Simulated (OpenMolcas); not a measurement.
# Re6+: moving or changing the point charges

Re6+ among 6 point charges of -1.5 e arranged as an octahedron (Oh), 1.83 Å from the ion.

* Program: OpenMolcas 26.06
* Method: SS-CASPT2, IPEA 0.25 Eh, imaginary shift 0.1 Eh (closed shells correlated: 5s 5p)
* Basis: ANO-RCC-VDZP [7s6p4d2f1g]
* Scalar Hamiltonian: DKH2, point nucleus
* Active space: 1 electron in 5 orbitals (5d)
* State averaging: 2S+1 = 2 even, 5 roots
* Spin-orbit coupling: RASSI with atomic mean-field integrals over the reference wave functions

Runs around this geometry, states (labels of O, the rotations of Oh). Energies in cm-1 above the lowest state or level, χT in cm3 K/mol; under a threefold ground state the first gap can be a small split of the lowest multiplet, not the spin-orbit step; 10Dq is the gap between the two states.

| R (Å) | q (e) | Ground state | First state of that spin | 10Dq | First gap with spin-orbit (degeneracies) | χT at 300 K |
| --- | --- | --- | --- | --- | --- | --- |
| 1.83 | -1.2 | 2T2 | 2E 8940 | 8940 | 9790 (4, 2) | 0.213 |
| 1.69 | -1.5 | 2T2 | 2E 16260 | 16260 | 8700 (4, 2) | 0.136 |
| 1.83 | -1.5 | 2T2 | 2E 11220 | 11219 | 9400 (4, 2) | 0.185 |
| 1.94 | -1.5 | 2T2 | 2E 8440 | 8443 | 9890 (4, 2) | 0.220 |

Taking |10Dq| as R^-n, n = -ln(8443 / 16260) / ln(1.94 / 1.69) = 4.8 between the shortest and longest distance. The point-charge formula for a cubic d site gives n = 5.

Scaling the charges by -1.2 / -1.5 = 0.80 scales |10Dq| by 8940 / 11219 = 0.80; with fixed orbitals a first-order splitting would follow the charge.

Roots that are degenerate in the reference are averaged as groups; the widest CASPT2 spread within a group is 71 cm-1 (the 3-fold group of multiplicity 2 near 0 cm-1 above the lowest state of its run, R = 1.83, q = -1.2). Shifts and gaps below about the spread of the groups concerned are not significant. An orbital triplet at a regular site is open to Jahn-Teller coupling, which can distort the site and quench the lowest spin-orbit gaps and is left out. Free-ion shares, where given, are those of the reference states; single-state CASPT2 does not remix them. This field is weak: 10Dq is about 8940 cm-1, while octahedral complexes of 5d ions of charge 3 and more, computed by the same method with explicit ligands, had a median near 35000 cm-1. Ground spin and moment need not be those of a real site (figures for R = 1.83, q = -1.2; the like holds for R = 1.69, q = -1.5, R = 1.83, q = -1.5, R = 1.94, q = -1.5). This is an electrostatic model: the charges have no orbitals. No measured value stands beside these numbers.
